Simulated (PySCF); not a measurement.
**Exercise with solution: chemical shift, span and skew from a shielding tensor**

GeF2ClBr, SMILES [F][Ge]([F])([Cl])[Br]. Atoms are numbered in the order given.

```xyz
5

F      1.2936     0.8038    -1.3716
Ge     0.3101     0.4667     0.0000
F      1.2936     0.8038     1.3716
Cl    -1.3453     1.7950     0.0000
Br    -0.2954    -1.7119     0.0000
```
Charge 0, spin multiplicity 1.

Coordinates come from a TPSSh-D3(BJ)/def2-SVP optimisation.

GIAO shieldings from PBE0/pcSseg-1 (PySCF), non-relativistic, no solvent. The symmetric part of the tensor of F1 has the principal values 206.1, 207.0, 373.2 ppm. The same nucleus in CFCl3 has σ = 167.2 ppm at this level (PySCF, at its B3LYP-D3(BJ)/def2-TZVP geometry). Without spin–orbit terms, shifts of atoms bonded to Cl or Br come out too high.

Work out the isotropic shielding, the ¹⁹F shift against CFCl3, the span and the skew.


σ(iso) = (σ11 + σ22 + σ33)/3 = 262.1 ppm. δ = σ(ref) − σ(iso) = 167.2 − (262.1) = -94.9 ppm.
Span Ω = σ33 − σ11 = 167.1 ppm. Skew κ = 3(σ(iso) − σ22)/Ω = 0.99, an axial tensor. Tumbling in solution averages the tensor to δ; in a static solid the shielding alone would spread this spin-1/2 line over Ω.
